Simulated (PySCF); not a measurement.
Compound: C4H12N2OSi2.
Structure used (PBE0-D3(BJ)/def2-SVP), in Å, numbered top down from 1:
```xyz
21
C4H12N2OSi2 angstrom
C      3.1233    0.1726   -0.1431
C      1.7385   -0.3751   -0.3814
O      1.4635   -1.5583   -0.2579
N      0.7682    0.5088   -0.7515
Si    -0.8402   -0.1879   -1.0603
C     -2.0801    1.2281   -1.2280
C     -3.4295    0.7505   -0.6517
Si    -3.0710   -0.3817    0.8266
N     -1.5223   -0.9897    0.3131
H      3.7812   -0.6424    0.1787
H      3.1035    0.9563    0.6299
H      3.5221    0.6221   -1.0656
H      0.9959    1.4939   -0.8144
H     -0.7160   -1.0474   -2.2702
H     -1.6934    2.0685   -0.6237
H     -2.1807    1.6052   -2.2589
H     -3.9676    0.1433   -1.4000
H     -4.0954    1.5913   -0.3983
H     -4.0983   -1.4579    0.9940
H     -3.0161    0.3717    2.1236
H     -1.0210   -1.7586    0.7452
```

All values: PBE0/pcSseg-1 (PySCF, non-relativistic), on one gas-phase PBE0-D3(BJ)/def2-SVP geometry that isn't relaxed in the solvent. The solvent is an IEF-PCM continuum (van der Waals radii × 1.2). The model holds no explicit solvent molecules, cavitation or dispersion.

Gas phase at PBE0/pcSseg-1: HOMO -7.22 eV, LUMO 0.31 eV, dipole 3.52 D.

What does the continuum do to the energy, the frontier levels and the dipole at PBE0/pcSseg-1 in benzene and acetone?

```tsv
solvent	ε	E(solvent) − E(gas) (kcal/mol)	polarisation term (kcal/mol)	distortion of the solute (kcal/mol)	HOMO (eV)	LUMO (eV)	dipole (D)
benzene	2.271	-3.41	-3.69	0.28	-7.22	0.34	4.06
acetone	20.49	-7.50	-8.98	1.48	-7.27	0.33	4.81
```

The first energy column is the sum of the next two and covers electrostatics alone. From benzene to acetone the lowering changes by a factor 2.20, Onsager's factor (ε − 1)/(2ε + 1) by 2.02 and ε itself by 9.0.

Which radius a makes the point-dipole formula ΔE = −[(ε − 1)/(2ε + 1)]·μ²/a³ give the value in acetone, with the gas-phase dipole?

μ = 1.387 au and |ΔE| = 0.01196 Eh give a = 2.23 Å; the farthest nucleus lies 4.51 Å from the centroid of the nuclei, so such a sphere wouldn't even hold the nuclei. The formula assumes a rigid point dipole at the centre of a sphere.

Give the dipole vector in the frame of the coordinates (D, pointing from negative to positive charge), gas and acetone.

Gas (0.73, 3.42, -0.41), solvent (0.84, 4.70, -0.58). Its length changes by +36 % and its direction by 2°.

Which Hirshfeld charges (PBE0/pcSseg-1) respond most in acetone (means over atoms taken as equivalent)?

```
      atoms         environment  gas (e)  solvent (e)  change
         O3        amide oxygen   -0.272       -0.315  -0.043
        H13  amide N–H hydrogen   +0.130       +0.150  +0.020
         N4      amide nitrogen   -0.210       -0.201  +0.009
        H14       Si–H hydrogen   -0.087       -0.096  -0.009
        H15  methylene hydrogen   +0.036       +0.043  +0.007
H10/H11/H12     methyl hydrogen   +0.054       +0.059  +0.005
```

Which Mayer bond orders change most in acetone?

| bond | length (Å) | gas | solvent | change |
| --- | --- | --- | --- | --- |
| C2–O3 | 1.221 | 1.865 | 1.811 | -0.054 |
| C2–N4 | 1.364 | 1.153 | 1.187 | +0.034 |
| C1–C2 | 1.508 | 0.995 | 1.010 | +0.015 |
| Si5–C6 | 1.890 | 0.902 | 0.917 | +0.015 |
| N4–Si5 | 1.780 | 0.799 | 0.814 | +0.015 |
| N4–H13 | 1.013 | 0.921 | 0.908 | -0.013 |
| C7–Si8 | 1.896 | 0.915 | 0.925 | +0.010 |
| Si5–H14 | 1.489 | 0.925 | 0.917 | -0.008 |

The run took 49 s of wall time on an Arm Neoverse V1 with one thread, no GPU, on a shared host, and the process peaked at 1.3 GiB of memory. This is the whole shielding run at PBE0/pcSseg-1 in acetone, SCF included.
